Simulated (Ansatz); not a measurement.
One change: `FB(S)[SiH2][SiH3]` becomes `FB(S)Cl`.

Ansatz, PBE0-D4/def2-TZVP geometries, multiplicity 1. Each molecule was computed in one conformer, which needn't be the lowest.

```tsv
property	`FB(S)[SiH2][SiH3]`
LUMO energy (PBE0/def2-TZVPP) / eV	-1.44
HOMO energy (PBE0/def2-TZVPP) / eV	-8.02
ideal-gas entropy at 298 K and 1 bar (rigid rotor, harmonic PBE0-D4/def2-TZVP) / J/(mol·K)	394
size of the dipole moment (PBE/def2-TZVPP) / D	0.68
LUMO energy (ωB97M-V/def2-TZVPP) / eV	0.51
HOMO–LUMO gap (PBE0/def2-TZVPP) / eV	6.58
```

Problem. Give the same properties after the change, and the shifts. (Best estimate.)

Solution. Computed: 
```tsv
property	`FB(S)Cl`	shift
LUMO energy (PBE0/def2-TZVPP) / eV	-0.65	0.79
HOMO energy (PBE0/def2-TZVPP) / eV	-8.39	-0.37
ideal-gas entropy at 298 K and 1 bar (rigid rotor, harmonic PBE0-D4/def2-TZVP) / J/(mol·K)	300	-94
size of the dipole moment (PBE/def2-TZVPP) / D	1.15	0.47
LUMO energy (ωB97M-V/def2-TZVPP) / eV	1.49	0.98
HOMO–LUMO gap (PBE0/def2-TZVPP) / eV	7.73	1.15
```

With PBE0 the HOMO falls by 0.37 eV and the LUMO rises by 0.79 eV, so the gap widens by about 1.16 eV. PBE moves the HOMO by -0.27 eV and ωB97M-V by -0.52 eV. The zero-point energy changes by -106.2 kJ/mol with -18 modes. Dipoles are sizes alone; their direction can turn. Modes under 60 cm⁻¹, often nearly free rotors, make the harmonic entropy too high.
